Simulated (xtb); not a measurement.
B(F)(NCO)(OH) (CHBFNO2), SMILES O=C=NB(O)F. All values are semi-empirical tight-binding results from xtb (GFN2-xTB unless named), good for trends rather than for accurate numbers. The structure is a stationary point at GFN2-xTB. The values are those of a single conformer.

```
Quantity                                          Result
-----------------------------------------  -------------
point group as xtb finds it                           Cs
orbital gap                                      5.94 eV
dipole moment                                     2.74 D
zero-point energy                          21.4 kcal/mol
G − E(el) at 298.15 K (modified RRHO)       2.4 kcal/mol
static polarisability (D4 model)              41.5 bohr³
solvation energy, GFN2-xTB/ALPB(water)     -6.1 kcal/mol
solvation energy, GFN2-xTB/ALPB(methanol)  -5.9 kcal/mol
```

Q: Give the IR lines (harmonic; lines under 4 % of the strongest left out, lines within 3 cm⁻¹ merged). (An estimate is asked for; the answer gives what the named calculation found.)

A: ν (cm⁻¹): 502 (w), 593 (m), 915 (w), 1201 (m), 1321 (m), 1604 (w), 2533 (vs) (against the strongest line: vs over 80 %, s over 45 %, m over 15 %, w over 4 %, vw less)
